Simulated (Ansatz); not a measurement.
One geometry of C2H5GeNS (`S[CH]1N=[CH][GeH2]1`), several functionals.

```yaml
crystal:
  periodic: [false, false, false]
  atoms:
    - {symbol: S, position_ang: [-0.108985, 1.579793, 1.642349]}
    - {symbol: C, position_ang: [0.072536, 0.853839, -0.006122]}
    - {symbol: N, position_ang: [1.444266, 0.335275, -0.138464]}
    - {symbol: C, position_ang: [1.319709, -0.909650, -0.392311]}
    - {symbol: Ge, position_ang: [-0.645102, -0.988585, -0.361187]}
    - {symbol: H, position_ang: [-1.367033, 2.011574, 1.458318]}
    - {symbol: H, position_ang: [-0.113575, 1.618755, -0.761418]}
    - {symbol: H, position_ang: [2.194069, -1.538036, -0.560881]}
    - {symbol: H, position_ang: [-1.381383, -1.295521, -1.682262]}
    - {symbol: H, position_ang: [-1.331402, -1.718543, 0.804875]}
basis:
  gaussian: {orbitals: def2-TZVPP}
hamiltonian: {xc: r2scan, dispersion: d4}
output: {forces: true, orbitals: {seedname: orbitals}}
```

```sh
$ ansatz run in.yaml --threads 4 --pin off --events-out ev --progress --plain --max-ram 10444MiB
```

Shortened log:

```
Functional definition: r2SCAN
  name "r2SCAN"
  cite "Furness, Kaplan, Ning, Perdew & Sun, J. Phys. Chem. Lett. 11, 8208 (2020) doi:10.1021/acs.jpclett.0c02405"
  cite "Furness, Kaplan, Ning, Perdew & Sun, J. Phys. Chem. Lett. 11, 9248 (2020) doi:10.1021/acs.jpclett.0c03077"
  parent r2scan
  parameter k0 = 0.174
  parameter k1 = 0.065
  parameter a1 = 4.9479
  exchange = r2scan_x(k0 = k0, k1 = k1, a1 = a1)
  correlation = r2scan_c
1452 factors; their error is unknown
mean field evaluation 1: about -70986.6507 eV, gradient 6.3e1 eV
mean field evaluation 2: about -70930.0774 eV, gradient 1.6e2 eV
mean field evaluation 4: about -70994.5556 eV, gradient 2.4e1 eV
mean field evaluation 8: about -70995.7230 eV, gradient 1.9e-1 eV
mean field evaluation 16: about -70995.6971 eV, gradient 8.7e-3 eV
mean field -70995.69707108 eV, -2609.0437447505 hartree, gradient 8.2e-5 eV, S^2 0.000000; 0 other end points of the search recorded, 0 dependent functions left out
the calculation of the forces begins
reference -70995.69708276 eV, -2609.0437451797 hartree; 36, 36 occupied and 217, 217 virtual orbitals, 1452 factors
Total energy: -70995.76100317 eV, -2609.0460942115 hartree
Atom 0 at    -0.108985     1.579793     1.642349 Å, force     0.006108     0.076466     0.183698 eV/Å
Atom 1 at     0.072536     0.853839    -0.006122 Å, force    -0.169424     0.100407    -0.116294 eV/Å
Atom 2 at     1.444266     0.335275    -0.138464 Å, force     0.262562     0.265768     0.052915 eV/Å
Atom 3 at     1.319709    -0.909650    -0.392311 Å, force     0.007002    -0.325876    -0.057051 eV/Å
Atom 4 at    -0.645102    -0.988585    -0.361187 Å, force    -0.123456    -0.135164    -0.033765 eV/Å
Atom 5 at    -1.367033     2.011574     1.458318 Å, force    -0.010729     0.006133    -0.005374 eV/Å
Atom 6 at    -0.113575     1.618755    -0.761418 Å, force     0.005677     0.003484    -0.009200 eV/Å
Atom 7 at     2.194069    -1.538036    -0.560881 Å, force     0.014360     0.000343    -0.008419 eV/Å
Atom 8 at    -1.381383    -1.295521    -1.682262 Å, force     0.001185    -0.009625     0.021994 eV/Å
Atom 9 at    -1.331402    -1.718543     0.804875 Å, force     0.006716     0.018064    -0.028504 eV/Å
Dipole moment:    -0.392969    -0.271707    -0.283046 e Å
```

Hardware: 4 threads of an Arm Neoverse V1 on a shared host. Wall time 5.5 s, peak host memory 0.38 GiB.

Changing it to `hamiltonian: {xc: {name: B3LYP}, dispersion: d4}` (abridged; 6 s):

```
Functional definition: B3LYP
mean field evaluation 16: about -71000.5444 eV, gradient 4.9e-4 eV
mean field -71000.54438103 eV, -2609.2218801053 hartree, gradient 2.0e-5 eV, S^2 0.000000
Total energy: -71000.98621787 eV, -2609.2381173097 hartree
Atom 0 force    -0.057287     0.138486     0.254037 eV/Å
Atom 1 force    -0.095984     0.274119    -0.203492 eV/Å
Atom 2 force     0.196132     0.008855    -0.030822 eV/Å
Atom 3 force     0.315245    -0.173481    -0.040663 eV/Å
Atom 4 force    -0.279302    -0.197489    -0.054020 eV/Å
Atom 5 force    -0.001288     0.006975     0.021586 eV/Å
Atom 6 force     0.004575    -0.066936     0.049552 eV/Å
Atom 7 force    -0.061270     0.031321     0.012251 eV/Å
Atom 8 force    -0.011737    -0.012174    -0.015897 eV/Å
Atom 9 force    -0.009086    -0.009676     0.007467 eV/Å
Dipole moment:    -0.403924    -0.284224    -0.279190 e Å
```

The same input with `hamiltonian: {xc: {name: B2PLYP}}` and no forces (abridged; 7 s):

```
Functional definition: B2PLYP
mean field evaluation 16: about -70973.6052 eV, gradient 6.7e-4 eV
mean field -70973.60520284 eV, -2608.2318835667 hartree, gradient 6.9e-6 eV, S^2 0.000000
17 core orbitals not correlated: weight in the atoms' cores, before any rotation towards them, 1.000 or more for the frozen orbitals, at most 0.000 for the correlated occupied ones
second order -31.93887674 eV of doubles, -0.00000000 eV of singles
Total energy: -70982.22887074 eV, -2608.5487975169 hartree
```

B3LYP takes the VWN-RPA correlation (the form of Gaussian; ORCA's B3LYP/G).
